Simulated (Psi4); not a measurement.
CH6GeO (SMILES C[O][GeH3]), singlet, at a GFN2-xTB geometry.

The Psi4 input:
```
memory 2 GB

molecule mol {
0 1
  Ge    0.718440   -0.109763    0.111355
  O    -0.889261   -0.120003   -0.577067
  C    -2.033221    0.484420   -0.016807
  H     1.445895   -0.889114   -0.922995
  H     1.211940    1.304952    0.255593
  H     0.707646   -0.769754    1.464152
  H    -1.906356    1.565010    0.089588
  H    -2.864623    0.290729   -0.696229
  H    -2.271180    0.064095    0.963903
}

set basis pcseg-1
set reference rks

energy('b3lyp')
print_variables()
```

Question: What does this run give for the number of basis functions, total energy, dipole moment, nuclear repulsion energy?

Answer: 
```
Property                          Result
-------------------------  -------------
number of basis functions             85
total energy               -2193.7242 Eh
dipole moment                     1.18 D
nuclear repulsion energy     206.1292 Eh
```
